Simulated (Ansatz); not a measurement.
Reaction (formal exchange of groups at the Si–N bond): `O[SiH2]N[Si](O)(Cl)Cl` + BH₃ → `B[SiH2]O` + `N[Si](O)(Cl)Cl`

Gas-phase electronic energies from Ansatz, PBE0-D4/def2-TZVP geometries. CBS: MP2 limit from def2 TZ/QZ plus the TZ coupled-cluster correction, frozen cores. This one scheme is used for every species. DFT in def2-TZVPP. B3LYP here is the variant with VWN-RPA as its local correlation; programs differ in this. One conformer a species, not always the lowest.

`O[SiH2]N[Si](O)(Cl)Cl`:

Cartesian coordinates in Å:
```
O 0.542 0.082 -1.865
Si 0.438 1.254 -0.694
N -0.564 0.597 0.537
Si -0.536 -0.988 1.171
O 0.295 -1.946 0.167
Cl -2.468 -1.597 1.438
Cl 0.359 -1.112 2.995
H 1.321 0.100 -2.424
H -0.219 2.490 -1.185
H 1.823 1.557 -0.252
H -1.312 1.193 0.860
H 0.321 -1.629 -0.747
```

BH₃:

Z-matrix (Å, degrees):
```
B
H 1 1.193
H 1 1.193 2 120.0
H 1 1.193 2 120.0 3 180.0
```

`B[SiH2]O`:

Z-matrix (Å, degrees):
```
Si
O 1 1.655
B 1 2.005 2 116.3
H 1 1.500 2 111.2 3 -120.2
H 1 1.486 2 105.1 3 123.8
H 2 0.958 1 117.3 3 44.7
H 3 1.197 1 119.0 2 169.2
H 3 1.197 1 124.0 2 -13.6
```

`N[Si](O)(Cl)Cl`:

Cartesian coordinates in Å:
```
N 0.198 1.188 -0.248
Si -0.090 -0.476 -0.141
O -0.462 -0.917 1.378
Cl -1.659 -1.167 -1.244
Cl 1.611 -1.379 -0.824
H -0.527 1.840 0.010
H 0.776 1.547 -0.990
H 0.152 -0.635 2.060
```

Is it downhill or uphill in electronic energy at CCSD(T)/CBS, and by how much? (Best estimate.)

Computed: Uphill: ΔE = +102.7 kJ/mol.

What do these levels give: PBE0-D4, B3LYP-D4, ωB97M-V, B2PLYP, B3LYP, CCSD/def2-TZVPP, CCSD(T)/def2-TZVPP, HF/def2-QZVPP, SCS-MP2/def2-QZVPP, HF/CBS(def2), MP2/CBS(def2), CCSD/CBS(def2)? (Estimate.)

Computed: PBE0-D4 91.2, B3LYP-D4 102.4, ωB97M-V 104.2, B2PLYP 100.2, B3LYP 90.2, CCSD/def2-TZVPP 102.3, CCSD(T)/def2-TZVPP 103.5, HF/def2-QZVPP 105.7, SCS-MP2/def2-QZVPP 109.9, HF/CBS(def2) 105.8, MP2/CBS(def2) 111.9, CCSD/CBS(def2) 101.5 kJ/mol.

Largest T1 diagnostic among the species: 0.012.

From PBE to PBE0 (25 % exact exchange), in def2-TZVPP and without D4, ΔE moves by +8.0 kJ/mol. The D4 term adds +12.2 kJ/mol with B3LYP and +7.1 kJ/mol with PBE0; it sums over pairs of atoms, weighted by their polarisabilities, and B3LYP, whose exchange is more repulsive, gets the larger term.
